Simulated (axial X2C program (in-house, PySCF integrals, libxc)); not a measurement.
Worked dissociation energy of LiTe⁺: CCSD, with spin–orbit coupling

Computed with an axial X2C code built on PySCF integrals. Two-component (2c) means X2C with spin–orbit coupling and atomic mean-field two-electron Coulomb and Gaunt terms. Basis: Te dyall-cv3z [11s12p8d4f1g], Li dyall-cv3z [7s8p2d] (cores contracted in-house); Gaussian nuclei, density fitting, unrestricted open shells. Masses: Te 129.906 u, Li 7.016 u.

Molecular state: Ω = 1 (⟨Sz⟩ = 0.90, ⟨Lz⟩ = 0.10 at HF).

Correlated methods: 6 electrons correlated (number of frozen shells: Te 4 s, 3 p, 2 d; Li 1 s), 226 virtual spin orbitals or spinors in MP2, 61 natural virtuals in coupled cluster.

```
E(Te) (2M_J = 4)  : -6788.207104 hartree
E(Li+) (2M_J = 0) : -7.236943 hartree
E(LiTe⁺) at Re    : -6795.471397 hartree
ωe                : 286.5 cm⁻¹
ωexe              : 2.98 cm⁻¹
```

(1) Work out De and D0.

One determinant describes the state; a PBE0 search over occupations chose it and may have missed a lower one. Dissociation energies refer to the lowest single-determinant-based atoms at the same level and basis. CCSD ran in a truncated set of natural virtual spinors with an MP2 remainder; without triples it tends to underbind. Other states lie close and PBE0, whose exact exchange favours high spin, may order them wrongly; the determinant shown need not be the ground state. The nearest other 2c determinant of the search, Ω = 2, lies 0.51 eV up at the distance of the search. With several unpaired electrons one determinant need not be a pure state. Open-shell Ω = 0 determinants with evenly filled partner blocks cannot be reached by this program, so the Ω shown need not be the lowest component. This is the Ω = 1 component of a π² triplet; the 0⁺ component is not one determinant and can lie lowest. With the outer-core shells frozen, correlated bond lengths of heavy atoms tend to come out a few hundredths of an ångström too long.

Each atomic determinant is the lowest at this level and need not be a pure J level. Totals compare only within one Hamiltonian and basis.

Results:

(1) De = -6788.207104 + (-7.236943) − (-6795.471397) = 0.02735 hartree = 0.744 eV. The zero-point energy is ωe/2 − ωexe/4 = 142 cm⁻¹ = 0.018 eV, so D0 = 0.727 eV.
